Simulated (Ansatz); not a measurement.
System: CH13NSi4, net charge 0, singlet state. 
Structure (B3LYP-D3(BJ)/def2-TZVP (Ansatz, a quantum-chemistry and plane-wave program) minimum search):
SMILES: [Si]([SiH3])([SiH3])(N[SiH3])C
```xyz
19

C     -1.1084    -0.1146     2.1778
Si    -0.4275    -0.1198     0.4229
Si    -0.4267     2.0694    -0.4291
Si    -1.8277    -1.4336    -0.9355
N      1.1890    -0.7758     0.3935
Si     2.6384    -0.1223    -0.2833
H     -0.4885     0.5037     2.8300
H     -2.1280     0.2764     2.1991
H     -1.1300    -1.1263     2.5901
H      0.1640     2.1303    -1.7882
H      0.2956     3.0226     0.4493
H     -1.8441     2.5057    -0.5192
H     -1.4074    -1.3564    -2.3573
H     -1.7535    -2.8595    -0.5155
H     -3.2473    -1.0049    -0.8445
H      1.2596    -1.7372     0.7032
H      2.8511    -0.4852    -1.7076
H      3.8058    -0.6154     0.4860
H      2.5583     1.3528    -0.1971
```

Total electronic energies in hartree. Cores are frozen in the correlated levels unless marked. Spin-orbit coupling is left out. No relativistic terms. CBS(X,Y): correlation extrapolated as X^-3; Hartree-Fock from the larger set. The bracket is a focal-point correction in the basis named.

```tsv
level	program	energy (Eh)
B97M-V/def2-TZVPD	Ansatz	-1258.47010
B3LYP/def2-TZVPD	Ansatz	-1258.86715
PBE0/STO-3G	Ansatz	-1243.50433
PBE0/def2-SVP	Ansatz	-1257.64075
PBE0-D3(BJ)/def2-TZVP	Ansatz + dftd3	-1258.17818
r2SCAN0/def2-TZVPD	Ansatz	-1258.58309
CAM-B3LYP-D3(BJ)/def2-TZVPD	Ansatz + dftd3	-1258.75989
CAM-B3LYP/def2-TZVPD	Ansatz	-1258.74055
B2GP-PLYP/def2-TZVPD	Ansatz	-1257.99899
CCSD/aug-cc-pV(D+d)Z	Ansatz	-1256.56910
CCSD/cc-pwCVTZ	Ansatz	-1256.77717
CCSD(T)/STO-3G	Ansatz	-1241.55577
CCSD(T) with core electrons (1s frozen past Ne)/cc-pwCVTZ	Ansatz	-1257.95100
RI-MP2/CBS(cc-pV(T+d)Z,cc-pV(Q+d)Z)+[CCSD(T)-MP2]/cc-pV(D+d)Z	Ansatz	-1256.9280
RI-MP2/CBS(aug-cc-pV(T+d)Z,aug-cc-pV(Q+d)Z)+[CCSD(T)-MP2]/aug-cc-pV(T+d)Z	Ansatz	-1256.9347
```

Totals of different functionals don't rank their quality; only differences between species are comparable.
